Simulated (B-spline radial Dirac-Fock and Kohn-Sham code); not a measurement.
## Dipole and non-dipole photoemission parameters of Fe⁷⁺ 2p3/2

System: iron as Fe⁷⁺, [Ar] 3d1; threshold 879.8 eV (orbital energy of the model). Method: Dirac-Hartree-Slater photoionisation with a Latter tail; cross sections with all multipoles, angular parameters from the dipole term and its interference with E2. Computed with an atomic code on a B-spline grid.

The run's input, task.json:

```json
{"items": [{
  "Z": 26,
  "q": 7,
  "cfg": [[1, 0, 2], [2, 0, 2], [2, 1, 6], [3, 0, 2], [3, 1, 6], [3, 2, 1]],
  "A": 56,
  "rrms": 3.7377,
  "do": "xps",
  "hv": [80, 86.2, 99.8, 186.0, 200, 400, 419.0, 513.0, 626.0, 645.0, 675.0, 800, 944.0, 975.0, 1150.0, 1253.6, 1800.0, 1920.0, 2000, 2130.0, 2410.0, 2420.0, 2984.4, 4000, 4890.0, 5830.0, 5930.0, 9100.0, 9600.0]
}]}
```

Launch: `python xray2_run.py task.json out`

```csv
hν (eV),σ (kb),β,γ,δ
944,492,1.248,-0.103,0.010
975,454,1.302,-0.076,0.012
1150,294,1.434,0.060,0.019
1253.6,235,1.460,0.130,0.021
1800,86.0,1.454,0.411,0.031
1920,71.6,1.441,0.459,0.034
2000,63.6,1.432,0.489,0.035
2130,53.0,1.417,0.535,0.038
2410,36.8,1.382,0.625,0.044
2420,36.3,1.381,0.628,0.044
2984.4,19.3,1.307,0.771,0.056
4000,7.74,1.184,0.957,0.079
4890,?,?,?,?
5830,2.29,1.004,1.166,0.123
5930,2.16,0.996,1.175,0.125
9100,0.510,0.780,1.372,0.197
9600,0.424,0.754,1.394,0.207
```

Task: Give the values at 4890 eV.

Result: σ = 4.06 kb, β = 1.090, γ = 1.074, δ = 0.101.
